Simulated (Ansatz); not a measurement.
Basis sets compared for ReO3(NH2) (ReNO3H2). Total charge 0; singlet. Geometry r2SCAN-D4/def2-SVP. Ansatz on 4 threads of Arm Neoverse V2 on a shared host; times are rough, and most runs start from earlier orbitals.

```xyz
7

Re    0.663   -0.290   -0.175
O     1.864    0.473    0.780
O     0.640   -1.963    0.184
O     0.999    0.017   -1.824
N    -1.077    0.415    0.220
H    -1.672    0.046    0.960
H    -1.417    1.303   -0.145
```

In the def2 sets Re takes a core potential; there is no spin–orbit coupling.

Binding counts from free atoms (Re sextet, O triplet, N quartet, H doublet) in the same basis, without a counterpoise term.

| level | functions | energy (Eh) | HOMO (eV) | LUMO (eV) | binding per atom (eV) | wall time |
| --- | --- | --- | --- | --- | --- | --- |
| PBE-D4/def2-SVP | 98 | -359.6210 | -7.40 | -3.57 | 4.71 | 0.8 s |
| PBE-D4/def2-TZVP | 176 | -359.9837 | -7.51 | -3.67 | 4.74 | 1.4 s |
| r2SCAN-D4/def2-TZVP | 176 | -360.1151 | -7.86 | -3.67 | 4.44 | 2.6 s |
| PBE0-D4/def2-SVP | 98 | -359.5020 | -8.94 | -2.97 | 4.22 | 0.95 s |
| PBE0-D4/def2-TZVP | 176 | -359.8693 | -8.97 | -2.99 | 4.28 | 1.7 s |

(1) Estimate the rows for PBE-D4/def2-TZVPD, r2SCAN-D4/def2-TZVPD, PBE0-D4/def2-TZVPD.

## Answers

(1) 
```tsv
level	functions	energy (Eh)	HOMO (eV)	LUMO (eV)	binding per atom (eV)	wall time
PBE-D4/def2-TZVPD	218	-359.9869	-7.56	-3.74	4.74	1.9 s
r2SCAN-D4/def2-TZVPD	218	-360.1180	-7.88	-3.70	4.45	3.5 s
PBE0-D4/def2-TZVPD	218	-359.8723	-9.00	-3.03	4.28	2.5 s
```
